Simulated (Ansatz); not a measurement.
Born–Oppenheimer molecular dynamics of FH$_{9}$O$_{3}$Si$_{4}$ (17 atoms, charge 0, multiplicity 1). It starts from a relaxed structure.

Theory: RKS B3LYP-D4/STO-3G (Ansatz).

```yaml
ensemble: NVT, Langevin thermostat
time_step: 0.25 fs
steps_asked: 150
set_temperature: 300 K
friction: 0.05 /fs
seed: 372871
```

Frames 0.25 fs apart, positions in Å, forces in eV/Å.

Velocities at 27.5 fs (Å/ps):

```
Si -0.39 -4.14 -3.18
F 2.09 -6.54 1.97
O -2.62 -5.46 -0.10
Si 6.70 1.55 -2.22
H 1.19 0.54 -9.78
H -15.82 9.38 -12.02
H -22.82 -8.95 -12.28
O -2.07 -2.93 -6.50
Si -0.56 0.35 -0.24
H -2.75 23.71 0.26
H 17.50 -2.38 22.29
H 3.25 -5.25 18.52
O 0.05 -1.55 0.83
Si -0.96 -2.78 -4.36
H 3.99 -16.53 2.86
H 1.36 -29.50 -1.76
H -9.45 17.93 2.78
```

```xyz
17
Properties=species:S:1:pos:R:3:forces:R:3 time_fs=27.5 energy_less_start_eV=0.318 T=241
Si -0.073 -0.101 0.499 -1.12 -1.32 0.85
F 0.320 0.011 2.083 -0.40 0.11 -0.27
O 1.303 0.184 -0.331 1.37 -0.67 -1.38
Si 1.931 -0.993 -1.426 1.30 1.30 0.15
H 1.025 -1.199 -2.518 -0.30 -0.21 -0.23
H 3.192 -0.404 -1.989 -1.12 -0.36 0.49
H 2.339 -2.253 -0.834 -0.30 0.01 0.13
O -1.219 1.079 0.155 -0.13 -0.35 -0.36
Si -1.905 1.218 -1.409 0.45 -0.08 -0.42
H -2.729 0.075 -1.845 0.22 0.44 0.48
H -2.644 2.443 -1.336 -0.51 0.07 0.06
H -0.970 1.451 -2.518 0.05 -0.28 0.56
O -0.558 -1.704 0.131 0.29 0.94 -0.04
Si -1.668 -2.650 0.991 -0.11 -0.05 -0.58
H -1.099 -3.258 2.144 0.41 -0.06 0.70
H -2.840 -1.906 1.419 -0.02 -0.03 -0.13
H -2.032 -3.790 0.152 -0.06 0.52 -0.02
17
Properties=species:S:1:pos:R:3:forces:R:3 time_fs=27.75 energy_less_start_eV=0.304 T=250
Si -0.074 -0.102 0.498 -1.14 -1.28 0.91
F 0.320 0.010 2.084 -0.41 0.11 -0.31
O 1.303 0.182 -0.331 1.40 -0.67 -1.40
Si 1.933 -0.993 -1.427 1.14 1.28 0.09
H 1.025 -1.198 -2.521 -0.26 -0.19 -0.17
H 3.188 -0.402 -1.992 -1.05 -0.35 0.49
H 2.333 -2.255 -0.837 -0.27 0.01 0.14
O -1.219 1.078 0.154 -0.09 -0.38 -0.30
Si -1.905 1.218 -1.409 0.49 -0.06 -0.36
H -2.729 0.080 -1.845 0.17 0.36 0.45
H -2.639 2.443 -1.330 -0.56 0.13 0.04
H -0.970 1.449 -2.514 0.09 -0.27 0.49
O -0.558 -1.704 0.131 0.27 0.92 -0.05
Si -1.669 -2.650 0.990 -0.01 -0.06 -0.45
H -1.097 -3.262 2.144 0.37 -0.02 0.62
H -2.841 -1.913 1.419 -0.06 0.03 -0.11
H -2.034 -3.785 0.152 -0.08 0.43 -0.09
17
Properties=species:S:1:pos:R:3:forces:R:3 time_fs=28 energy_less_start_eV=0.289 T=263
Si -0.074 -0.104 0.497 -1.16 -1.25 0.97
F 0.320 0.008 2.084 -0.43 0.11 -0.36
O 1.302 0.181 -0.330 1.44 -0.66 -1.42
Si 1.935 -0.992 -1.427 0.96 1.26 0.02
H 1.025 -1.199 -2.525 -0.21 -0.17 -0.10
H 3.183 -0.399 -1.995 -0.97 -0.34 0.48
H 2.327 -2.258 -0.840 -0.23 0.00 0.15
O -1.220 1.077 0.152 -0.05 -0.42 -0.25
Si -1.905 1.218 -1.408 0.52 -0.04 -0.29
H -2.728 0.085 -1.844 0.11 0.29 0.42
H -2.635 2.443 -1.324 -0.59 0.18 0.02
H -0.968 1.447 -2.508 0.12 -0.25 0.42
O -0.558 -1.704 0.132 0.25 0.90 -0.05
Si -1.669 -2.651 0.989 0.09 -0.04 -0.31
H -1.095 -3.265 2.145 0.33 0.03 0.53
H -2.842 -1.920 1.419 -0.09 0.06 -0.09
H -2.037 -3.780 0.153 -0.09 0.33 -0.16
17
Properties=species:S:1:pos:R:3:forces:R:3 time_fs=28.25 energy_less_start_eV=0.276 T=291
Si -0.075 -0.105 0.495 -1.16 -1.22 1.05
F 0.321 0.007 2.084 -0.44 0.11 -0.41
O 1.302 0.179 -0.330 1.46 -0.65 -1.43
Si 1.936 -0.992 -1.428 0.75 1.22 -0.07
H 1.024 -1.200 -2.529 -0.14 -0.14 -0.01
H 3.178 -0.397 -1.997 -0.88 -0.32 0.47
H 2.320 -2.260 -0.844 -0.19 -0.01 0.16
O -1.221 1.077 0.151 -0.01 -0.44 -0.20
Si -1.905 1.218 -1.408 0.53 0.00 -0.20
H -2.727 0.090 -1.842 0.05 0.21 0.39
H -2.631 2.444 -1.318 -0.61 0.21 0.00
H -0.967 1.443 -2.503 0.17 -0.22 0.34
O -0.558 -1.705 0.132 0.23 0.88 -0.06
Si -1.670 -2.651 0.988 0.17 -0.01 -0.15
H -1.093 -3.268 2.147 0.28 0.07 0.43
H -2.845 -1.925 1.419 -0.09 0.09 -0.09
H -2.040 -3.774 0.153 -0.11 0.22 -0.23
17
Properties=species:S:1:pos:R:3:forces:R:3 time_fs=28.5 energy_less_start_eV=0.266 T=301
Si -0.075 -0.106 0.494 -1.17 -1.18 1.13
F 0.321 0.006 2.085 -0.46 0.11 -0.47
O 1.301 0.177 -0.329 1.49 -0.63 -1.45
Si 1.938 -0.991 -1.428 0.54 1.18 -0.18
H 1.023 -1.201 -2.534 -0.05 -0.11 0.09
H 3.173 -0.395 -2.000 -0.79 -0.30 0.46
H 2.312 -2.262 -0.848 -0.15 -0.03 0.18
O -1.221 1.076 0.150 0.02 -0.47 -0.15
Si -1.905 1.219 -1.408 0.56 0.04 -0.09
H -2.725 0.095 -1.840 -0.03 0.12 0.34
H -2.627 2.444 -1.313 -0.63 0.24 -0.02
H -0.966 1.439 -2.497 0.22 -0.20 0.26
O -0.558 -1.705 0.132 0.20 0.85 -0.06
Si -1.671 -2.652 0.987 0.25 0.03 0.01
H -1.090 -3.271 2.149 0.22 0.12 0.33
H -2.848 -1.931 1.420 -0.08 0.10 -0.08
H -2.042 -3.768 0.152 -0.13 0.12 -0.29
17
Properties=species:S:1:pos:R:3:forces:R:3 time_fs=28.75 energy_less_start_eV=0.259 T=282
Si -0.075 -0.107 0.493 -1.18 -1.14 1.20
F 0.322 0.005 2.086 -0.48 0.10 -0.53
O 1.301 0.174 -0.329 1.51 -0.62 -1.45
Si 1.940 -0.990 -1.429 0.32 1.12 -0.29
H 1.020 -1.202 -2.539 0.04 -0.07 0.21
H 3.169 -0.393 -2.002 -0.71 -0.28 0.44
H 2.305 -2.264 -0.851 -0.12 -0.03 0.19
O -1.222 1.075 0.149 0.06 -0.49 -0.10
Si -1.905 1.219 -1.408 0.61 0.09 0.01
H -2.723 0.100 -1.838 -0.12 0.01 0.30
H -2.624 2.445 -1.309 -0.65 0.29 -0.04
H -0.964 1.435 -2.491 0.27 -0.17 0.17
O -0.559 -1.705 0.132 0.18 0.83 -0.06
Si -1.671 -2.653 0.986 0.31 0.06 0.15
H -1.087 -3.274 2.151 0.18 0.15 0.23
H -2.850 -1.935 1.421 -0.08 0.12 -0.08
H -2.045 -3.762 0.151 -0.15 0.03 -0.35
17
Properties=species:S:1:pos:R:3:forces:R:3 time_fs=29 energy_less_start_eV=0.256 T=264
Si -0.076 -0.108 0.492 -1.18 -1.11 1.27
F 0.323 0.003 2.087 -0.49 0.10 -0.59
O 1.301 0.172 -0.328 1.53 -0.60 -1.46
Si 1.942 -0.990 -1.429 0.10 1.04 -0.38
H 1.018 -1.204 -2.544 0.13 -0.04 0.32
H 3.165 -0.392 -2.004 -0.62 -0.26 0.42
H 2.298 -2.268 -0.854 -0.08 -0.02 0.19
O -1.223 1.074 0.147 0.09 -0.51 -0.06
Si -1.905 1.220 -1.408 0.64 0.16 0.11
H -2.721 0.106 -1.837 -0.20 -0.09 0.25
H -2.621 2.446 -1.305 -0.66 0.30 -0.05
H -0.961 1.431 -2.484 0.31 -0.15 0.10
O -0.559 -1.705 0.132 0.16 0.80 -0.06
Si -1.672 -2.653 0.985 0.37 0.06 0.26
H -1.085 -3.276 2.152 0.14 0.19 0.15
H -2.852 -1.940 1.422 -0.08 0.14 -0.07
H -2.048 -3.758 0.149 -0.15 -0.02 -0.38
17
Properties=species:S:1:pos:R:3:forces:R:3 time_fs=29.25 energy_less_start_eV=0.255 T=273
Si -0.076 -0.109 0.491 -1.18 -1.08 1.35
F 0.323 0.002 2.087 -0.51 0.10 -0.65
O 1.301 0.170 -0.328 1.55 -0.58 -1.47
Si 1.943 -0.989 -1.430 -0.11 0.96 -0.47
H 1.017 -1.206 -2.549 0.22 -0.01 0.42
H 3.160 -0.391 -2.005 -0.52 -0.23 0.40
H 2.290 -2.271 -0.857 -0.05 -0.01 0.19
O -1.223 1.073 0.146 0.11 -0.53 -0.02
Si -1.905 1.220 -1.409 0.66 0.23 0.20
H -2.719 0.111 -1.835 -0.28 -0.18 0.21
H -2.618 2.447 -1.301 -0.66 0.31 -0.07
H -0.958 1.427 -2.478 0.36 -0.12 0.02
O -0.559 -1.705 0.133 0.13 0.76 -0.06
Si -1.673 -2.654 0.985 0.44 0.05 0.35
H -1.083 -3.277 2.155 0.09 0.22 0.06
H -2.854 -1.945 1.423 -0.09 0.17 -0.07
H -2.052 -3.754 0.147 -0.15 -0.07 -0.40
17
Properties=species:S:1:pos:R:3:forces:R:3 time_fs=29.5 energy_less_start_eV=0.256 T=271
Si -0.077 -0.110 0.490 -1.16 -1.05 1.41
F 0.324 0.001 2.088 -0.52 0.10 -0.71
O 1.301 0.167 -0.328 1.55 -0.56 -1.46
Si 1.945 -0.989 -1.430 -0.31 0.86 -0.55
H 1.016 -1.207 -2.554 0.29 0.03 0.51
H 3.156 -0.390 -2.006 -0.42 -0.20 0.37
H 2.283 -2.274 -0.860 -0.03 0.01 0.19
O -1.224 1.071 0.145 0.13 -0.54 0.03
Si -1.905 1.221 -1.409 0.68 0.31 0.30
H -2.718 0.116 -1.833 -0.35 -0.27 0.16
H -2.616 2.449 -1.297 -0.66 0.31 -0.10
H -0.955 1.423 -2.472 0.40 -0.10 -0.06
O -0.559 -1.705 0.133 0.11 0.73 -0.06
Si -1.673 -2.654 0.984 0.50 0.03 0.45
H -1.081 -3.279 2.158 0.04 0.26 -0.04
H -2.856 -1.950 1.422 -0.10 0.19 -0.05
H -2.056 -3.750 0.146 -0.14 -0.11 -0.42
17
Properties=species:S:1:pos:R:3:forces:R:3 time_fs=29.75 energy_less_start_eV=0.258 T=265
Si -0.077 -0.111 0.490 -1.15 -1.02 1.47
F 0.325 -0.001 2.089 -0.54 0.10 -0.77
O 1.301 0.165 -0.328 1.55 -0.53 -1.44
Si 1.946 -0.988 -1.430 -0.50 0.75 -0.61
H 1.014 -1.209 -2.558 0.36 0.05 0.59
H 3.152 -0.390 -2.006 -0.32 -0.16 0.34
H 2.276 -2.278 -0.862 0.00 0.04 0.19
O -1.225 1.069 0.143 0.16 -0.55 0.08
Si -1.904 1.221 -1.409 0.68 0.39 0.40
H -2.717 0.121 -1.831 -0.42 -0.36 0.12
H -2.614 2.451 -1.292 -0.64 0.29 -0.12
H -0.952 1.417 -2.466 0.44 -0.07 -0.13
O -0.560 -1.705 0.133 0.09 0.69 -0.06
Si -1.674 -2.655 0.984 0.54 0.00 0.53
H -1.078 -3.281 2.161 0.00 0.29 -0.13
H -2.858 -1.953 1.421 -0.10 0.21 -0.04
H -2.060 -3.747 0.143 -0.13 -0.13 -0.42
17
Properties=species:S:1:pos:R:3:forces:R:3 time_fs=30 energy_less_start_eV=0.262 T=276
Si -0.077 -0.112 0.489 -1.13 -0.99 1.52
F 0.326 -0.002 2.090 -0.55 0.10 -0.82
O 1.301 0.163 -0.329 1.54 -0.51 -1.43
Si 1.948 -0.988 -1.430 -0.70 0.63 -0.65
H 1.013 -1.210 -2.561 0.42 0.08 0.66
H 3.147 -0.390 -2.006 -0.20 -0.12 0.30
H 2.270 -2.282 -0.865 0.02 0.08 0.18
O -1.226 1.068 0.142 0.19 -0.56 0.13
Si -1.904 1.222 -1.409 0.68 0.50 0.49
H -2.717 0.127 -1.828 -0.50 -0.46 0.08
H -2.612 2.454 -1.288 -0.61 0.26 -0.14
H -0.949 1.412 -2.461 0.47 -0.05 -0.20
O -0.560 -1.704 0.133 0.07 0.66 -0.05
Si -1.674 -2.655 0.983 0.58 -0.03 0.58
H -1.077 -3.282 2.163 -0.04 0.32 -0.21
H -2.859 -1.957 1.421 -0.11 0.23 -0.03
H -2.065 -3.744 0.140 -0.12 -0.15 -0.42
17
Properties=species:S:1:pos:R:3:forces:R:3 time_fs=30.25 energy_less_start_eV=0.269 T=256
Si -0.078 -0.113 0.488 -1.11 -0.96 1.57
F 0.327 -0.003 2.091 -0.57 0.10 -0.86
O 1.301 0.161 -0.329 1.54 -0.49 -1.41
Si 1.949 -0.988 -1.431 -0.90 0.50 -0.69
H 1.012 -1.212 -2.565 0.48 0.11 0.73
H 3.142 -0.390 -2.006 -0.07 -0.08 0.26
H 2.264 -2.287 -0.868 0.04 0.12 0.18
O -1.226 1.066 0.141 0.21 -0.57 0.17
Si -1.904 1.222 -1.409 0.69 0.62 0.57
H -2.718 0.134 -1.826 -0.58 -0.56 0.03
H -2.610 2.457 -1.286 -0.58 0.23 -0.16
H -0.945 1.406 -2.456 0.50 -0.03 -0.26
O -0.561 -1.704 0.133 0.05 0.63 -0.06
Si -1.675 -2.655 0.982 0.63 -0.04 0.65
H -1.073 -3.283 2.165 -0.08 0.34 -0.28
H -2.860 -1.960 1.421 -0.12 0.25 -0.02
H -2.069 -3.740 0.137 -0.11 -0.17 -0.42
```

Of the whole run (38 fs, mean temperature of the second half 236 K): The mean temperature of the second half is 21 % below the set value. A run of 0.037 ps of so small a system gives no equilibrium averages. Limits of this set-up: minimal basis.

The run took 14 min on 1 thread of Arm Neoverse V2, on a shared host, peak memory 0.2 GiB.
